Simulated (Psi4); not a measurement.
tert-butylthiol (C₄H₁₀S), singlet, geometry from GFN2-xTB; Psi4 1.11 with CCSD/STO-3G.

Input for Psi4:
```
memory 2 GB

molecule {
0 1
C    -0.28728591    1.20823473   -1.11264235
C    -0.25309893   -0.04926139   -0.25443164
C     0.15383757   -1.26781817   -1.07205804
C    -1.59391997   -0.27688702    0.43190663
S     0.98570354    0.19379041    1.10925437
H    -1.05113059    1.11037707   -1.88238910
H    -0.51895782    2.07888926   -0.50319583
H     0.67220764    1.37358002   -1.59965358
H     0.23356972   -2.14509353   -0.43396168
H    -0.59245319   -1.46420702   -1.84018979
H     1.11415571   -1.10710133   -1.55899341
H    -1.54863534   -1.15449171    1.07316198
H    -1.85805211    0.58228339    1.04469498
H    -2.37350079   -0.42797162   -0.31227422
H     2.03434358    0.36748006    0.30808310
}

set {
  basis sto-3g
}

energy('ccsd')
print_variables()
```

Output, abridged:

```
   => Loading Basis Set <=

    Name: STO-3G
    Role: ORBITAL
    Keyword: BASIS

         ---------------------------------------------------------
                                   SCF
               by Justin Turney, Rob Parrish, Andy Simmonett
                          and Daniel G. A. Smith
                              RHF Reference
         ---------------------------------------------------------

  ==> Geometry <==

    Molecular point group: c1
    Full point group: C1

    Geometry (in Angstrom), charge = 0, multiplicity = 1:

       Center              X                  Y                   Z               Mass
    ------------   -----------------  -----------------  -----------------  -----------------
         C           -0.329823197292     1.199631865683    -1.175152928818    12.000000000000
         C           -0.295636217292    -0.057864254317    -0.316942218818    12.000000000000
         C            0.111300282708    -1.276421034317    -1.134568618818    12.000000000000
         C           -1.636457257292    -0.285489884317     0.369396051182    12.000000000000
         S            0.943166252708     0.185187545683     1.046743791182    31.972071174400
         H           -1.093667877292     1.101774205683    -1.944899678818     1.007825032230
         H           -0.561495107292     2.070286395683    -0.565706408818     1.007825032230
         H            0.629670352708     1.364977155683    -1.662164158818     1.007825032230
         H            0.191032432708    -2.153696394317    -0.496472258818     1.007825032230
         H           -0.634990477292    -1.472809884317    -1.902700368818     1.007825032230
         H            1.071618422708    -1.115704194317    -1.621503988818     1.007825032230
         H           -1.591172627292    -1.163094574317     1.010651401182     1.007825032230
         H           -1.900589397292     0.573680525683     0.982184401182     1.007825032230
         H           -2.416038077292    -0.436574484317    -0.374784798818     1.007825032230
         H            1.991806292708     0.358877195683     0.245572521182     1.007825032230

  Running in c1 symmetry.

  Rotational constants: A =      0.15011  B =      0.10041  C =      0.09959 [cm^-1]
  Rotational constants: A =   4500.13444  B =   3010.33484  C =   2985.63142 [MHz]
  Nuclear repulsion =  245.545503717261624

  Charge       = 0
  Multiplicity = 1
  Electrons    = 50
  Nalpha       = 25
  Nbeta        = 25

  ==> Algorithm <==

[...]
  @RHF Final Energy:  -548.63243244551427
    Total Energy =                       -548.6324324455142687
[...]
     8        -0.313147519527889    7.208e-06    0.002634    0.016649    0.016649    0.143324
     9        -0.313147346823317    1.729e-06    0.002634    0.016649    0.016649    0.143324
    10        -0.313147314665657    4.543e-07    0.002634    0.016649    0.016649    0.143325
    11        -0.313147313946676    1.125e-07    0.002634    0.016649    0.016649    0.143325
    12        -0.313147320452737    3.499e-08    0.002634    0.016649    0.016649    0.143325

    Iterations converged.

    Largest TIA Amplitudes:
             23   1        -0.0096763934
             23   0         0.0094581807
             12   1         0.0042966362
             24  13         0.0042725196
             24   2         0.0033410227
             22   1        -0.0029821316
             14   1         0.0028402598
             12   0        -0.0026402569
             22   0         0.0025831895
             20   0        -0.0025774743

    Largest TIjAb Amplitudes:
     23  23   0   0        -0.0782734356
     22  22   1   1        -0.0477490644
     21  21   2   2        -0.0329145337
     18  18   5   5        -0.0322427015
     20  22   1   1         0.0290706086
     22  20   1   1         0.0290706086
     19  19   8   8        -0.0259385290
     22  22   0   0        -0.0256150477
     14  23   0   0         0.0245918237
     23  14   0   0         0.0245918237

    SCF energy       (wfn)                    = -548.632432445514269
    Reference energy (file100)                = -548.632432445514496

    Opposite-spin MP2 correlation energy      =   -0.211997841520266
    Same-spin MP2 correlation energy          =   -0.025052245355331
    Singles MP2 correlation energy            =   -0.000000000000000
    MP2 correlation energy                    =   -0.237050086875596
      * MP2 total energy                      = -548.869482532390066

    Opposite-spin CCSD correlation energy     =   -0.292767945497926
    Same-spin CCSD correlation energy         =   -0.020379374954811
    Singles CCSD correlation energy           =    0.000000000000000
    CCSD correlation energy                   =   -0.313147320452737
      * CCSD total energy                     = -548.945579765967182

  Variable Map:
  ----------------------------------------------------------------------------
[...]
  Array Variable Map:
  ----------------------------------------------------------------------------
[...]
[...]
```
